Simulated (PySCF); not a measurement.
## Computed spin Hamiltonian

Compound: C4H10Si (charge -1 and doublet state).
Geometry (GFN2-xTB, Å), atoms numbered from 1 in this order:
```xyz
15
C4H10Si angstrom
C     -1.960    1.128    0.030
C     -0.872    0.263   -0.113
C     -1.211   -1.181   -0.423
Si     0.829    0.887   -0.280
C      2.122   -0.518   -0.249
H     -2.979    0.767    0.072
H     -1.808    2.174    0.250
H     -0.315   -1.799   -0.478
H     -1.864   -1.601    0.351
H     -1.746   -1.285   -1.376
H      1.393    1.745   -1.433
H      1.203    1.834    0.842
H      3.099   -0.118    0.014
H      2.224   -1.003   -1.217
H      1.879   -1.285    0.481
```

The hyperfine couplings belong to this conformer and change with its torsions.

As a line formula: `C[C]([SiH2]C)[CH2-]` [radical] (charge -1).

Computed with UKS B3LYP, pcH-1 on C H Si, non-relativistic, mean-field spin-orbit, GIAO in PySCF. Whether the extra electron is bound in the gas phase wasn't checked; a finite basis holds it in any case. A GFN2-xTB geometry isn't a minimum of the functional, and hyperfine couplings can be far from their values at a DFT geometry, by a factor of two or more for some ions and for spin on atoms past the first row. Stability of the SCF solution: not tested.

| Quantity | Value |
| --- | --- |
| g1, g2, g3 | 2.00220, 2.00290, 2.00333 |
| g_iso | 2.00281 |
| Form of g | rhombic: the two nearest values differ by 38 % of g3 − g1 |
| ⟨S²⟩ | 0.7530 (exact 0.7500) |
| HOMO–LUMO gap, α and β orbitals | 2.32, 5.50 eV |
| Basis functions | 235 |

Isotropic coupling and dipolar principal values T1 to T3, in MHz; ρ(0) is the spin density at the nucleus:

| atom | isotope | a_iso | of which spin–orbit | T1 | T2 | T3 | Mulliken spin population | ρ(0) (bohr⁻³) |
| --- | --- | --- | --- | --- | --- | --- | --- | --- |
| C1 | 13C | 40.9 | -0.1 | -42.8 | -42.2 | 85.0 | 0.59 | 0.0364 |
| C2 | 13C | 15.3 | -0.1 | -21.1 | -17.6 | 38.6 | 0.19 | 0.0136 |
| C3 | 13C | -9.5 | 0.0 | -1.1 | -0.4 | 1.5 | -0.01 | -0.0085 |
| Si4 | 29Si | -16.9 | 0.2 | -22.0 | 10.2 | 11.8 | 0.15 | 0.0192 |
| C5 | 13C | 0.8 | 0.0 | -0.7 | 0.2 | 0.5 | -0.01 | 0.0007 |
| H6 | 1H | -35.0 | 0.0 | -22.1 | 2.4 | 19.7 | -0.03 | -0.0078 |
| H7 | 1H | -31.9 | 0.0 | -20.8 | 0.8 | 20.0 | -0.03 | -0.0071 |
| H8 | 1H | -0.2 | 0.0 | -3.1 | -1.7 | 4.8 | 0.00 | 0.0000 |
| H9 | 1H | 23.2 | 0.0 | -2.9 | -1.8 | 4.7 | 0.02 | 0.0052 |
| H10 | 1H | 34.9 | 0.0 | -3.2 | -1.6 | 4.8 | 0.04 | 0.0078 |
| H11 | 1H | 62.5 | 0.0 | -2.7 | -2.1 | 4.8 | 0.06 | 0.0140 |
| H12 | 1H | 20.3 | 0.0 | -2.3 | -1.7 | 4.1 | 0.01 | 0.0045 |
| H13 | 1H | 1.0 | 0.0 | -1.2 | -0.6 | 1.8 | 0.00 | 0.0002 |
| H14 | 1H | 7.9 | 0.0 | -1.4 | -1.1 | 2.6 | 0.00 | 0.0018 |
| H15 | 1H | 0.9 | 0.0 | -1.9 | -0.9 | 2.9 | 0.01 | 0.0002 |

The largest Mulliken spin populations are on C1 (+0.59), C2 (+0.19) and Si4 (+0.15). The angles at C1 add up to 359.4°, so it is planar.

C2, the radical centre as drawn in `[CH2-][C](C)[SiH2]C`, holds a spin population of +0.19 out of 1.

Under fast tumbling the dipolar parts average out, and these isotropic splittings remain: 2 × 1H (H11/H12, I = 1/2, 3 lines) with 1.48 mT, 1 × 1H (H6, I = 1/2, 2 lines) with 1.25 mT, 1 × 1H (H7, I = 1/2, 2 lines) with 1.14 mT, 3 × 1H (H8/H9/H10, I = 1/2, 4 lines) with 0.69 mT and 3 × 1H (H13/H14/H15, I = 1/2, 4 lines) with 0.12 mT.

Nuclei that the bonding pattern makes equivalent are averaged, as if the motion that swaps them (rotation, inversion, ring flip) were fast. H6 and H7 aren't averaged: C1 is flat or nearly so (angle sum 359°), and its turn about the short C1–C2 bond (1.40 Å) is taken as slow. The three 1H nuclei of mean +19.3 MHz run from -0.2 to 34.9 MHz in the frozen geometry. The three 1H nuclei of mean +3.3 MHz run from 0.9 to 7.9 MHz in the frozen geometry. The 1H value of +41.4 MHz is a mean of couplings from 20.3 to 62.5 MHz in this one geometry, not an average over conformers.

The 13C coupling of C1 (40.9 MHz) shows only in satellite lines or after enrichment, since that isotope makes up about 1.07 % of natural carbon.

The 29Si coupling of Si4 (-16.9 MHz) shows only in satellite lines or after enrichment, since that isotope makes up about 4.7 % of natural silicon.
